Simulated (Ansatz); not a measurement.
Isomers of Be$_{3}$Br$_{4}$⁺ (doublet), relaxed with PBE0-D4/def2-SVP; total energies from Ansatz at B2PLYP/def2-TZVP.

```csv
isomer,description,energy (Eh)
A,point group not assigned; 8 × Be–Br 2.12 to 2.17 Å,-10339.27638
B,point group C3v; 9 × Be–Br 2.13 to 2.33 Å,-10339.28181
C,point group Cs; 6 × Be–Br 1.91 to 2.21 Å,-10339.26772
D,point group Cs; 7 × Be–Br 1.96 to 2.25 Å,-10339.26809
E,point group Cs; 7 × Be–Br 1.91 to 2.35 Å,-10339.27444
```

Correlated methods freeze 36 core orbitals; core or outer-core shells of Br are correlated, in sets that lack core-valence functions.

The isomers come from a short search, and lower ones may exist.

Q: Work out the relative energies (1 Eh = 2625.5 kJ/mol) and the Boltzmann populations at 1200 K from electronic energies alone (R = 8.314 J/mol/K).

A: ΔE: A 14.3, B 0.0, C 37.0, D 36.0, E 19.3 kJ/mol. RT = 9.98 kJ/mol. Factors exp(−ΔE/RT): A 0.239, B 1, C 0.0245, D 0.0271, E 0.145; sum 1.436. Populations: A 16.6 %, B 69.7 %, C 1.7 %, D 1.9 %, E 10.1 %. Zero-point energy, vibrational entropy and symmetry numbers are left out and can shift these; an error of 4 kJ/mol changes a ratio by a factor of 1.5. Over the other density-functional and correlated levels in def2 sets, the gap between B and A ranges from -4 to 38 kJ/mol.
